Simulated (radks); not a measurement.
Isoelectronic series with 18 electrons, each ion in its NIST ground configuration. All-electron calculation, Dirac Kohn-Sham, PBE, spin-unpolarised, spherical densities, point nucleus. Program: a radial shooting solver on a logarithmic mesh with Libxc functionals. Total energies (hartree) and orbital eigenvalues (hartree):

ion    configuration  E (hartree)      3p3/2      3p1/2      3s1/2      2p3/2
Ar              [Ar]   -529.23208   -0.37524   -0.38169   -0.89246   -8.41911
Sc3+            [Ar]   -762.42608   -2.36723   -2.38718   -3.17591  -15.42616
Cr6+            [Ar]  -1040.95371   -5.44600   -5.49196   -6.56456  -24.79450
Co9+            [Ar]  -1365.06427   -9.56179   -9.65196  -11.01207  -36.45960
Zn12+           [Ar]  -1735.14913  -14.70013  -14.85959  -16.51093  -50.40218
As15+           [Ar]  -2151.69333  -20.85619  -21.11813  -23.06484  -66.61575
Kr18+           [Ar]  -2615.26492  -28.02909  -28.43613  -30.68291  -85.09932
Mo24+           [Ar]  -3686.17631  -45.43166  -46.30179  -49.16539  -128.8863
